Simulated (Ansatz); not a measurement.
`C[CH2][Mg][Br]` + NH₃ → `[NH2][Mg][Br]` + `CC` at 298.15 K and 1 bar (ligand exchange at a Mg–C bond).

Computed with Ansatz on PBE0-D4/def2-TZVP structures; ΔE is electronic, products minus reactants. CBS: MP2 limit from def2 TZ/QZ plus the TZ coupled-cluster correction, frozen cores. This one scheme is used for every species. For Br, Mg outer-core shells are correlated without core-valence functions, which leaves a few kJ/mol of doubt a bond. Scalar relativity is left out up to krypton. One conformer a species, not always the lowest.

```tsv
species	CCSD(T)/CBS energy (Eh)	H − E (kJ/mol)	S (J/(mol·K))
`C[CH2][Mg][Br]`	-2852.39929	189.5	346.8
NH₃	-56.50880	100.5	192.4
`[NH2][Mg][Br]`	-2829.22045	82.0	301.7
`CC`	-79.71954	207.7	227.7
```

H − E and S are ideal-gas, rigid-rotor, harmonic terms from PBE0-D4/def2-TZVP, for one conformer and one mirror image of each species. 1 Eh = 2625.50 kJ/mol, R = 8.31446 J/(mol·K).

**Question.** By hand: ΔE, ΔH, ΔS and ΔG.

**Answer.** ΔE = (-2829.22045) + (-79.71954) − (-2852.39929) − (-56.50880) = -0.03190 Eh = -83.8 kJ/mol. Δ(H − E) = 82.0 + 207.7 − 189.5 − 100.5 = -0.3, so ΔH = -84.1 kJ/mol. ΔS = 301.7 + 227.7 − 346.8 − 192.4 = -9.8 J/(mol·K). ΔG = -84.1 − 298.15 × (-9.8)/1000 = -81.2 kJ/mol.

**Question.** By hand: the equilibrium constant, and the temperature at which ΔG would vanish if ΔH and ΔS stayed fixed.

**Answer.** log₁₀ K = −ΔG/(RT ln 10) = 14.2. ΔG = 0 at ΔH/ΔS = 8582 K, far beyond where these terms or the molecules hold.

The number of gas molecules stays the same, so ΔS is small and ΔH decides. A doubt of 5 kJ/mol in ΔE shifts log₁₀ K by 0.9 here. Other conformers and mirror images would add mixing entropy, several J/(mol·K) or more a flexible species. These are equilibria of isolated gas molecules and say nothing of rates. Largest T1 diagnostic: 0.008 (customary marks: 0.02 for closed shells, 0.045 for open ones).
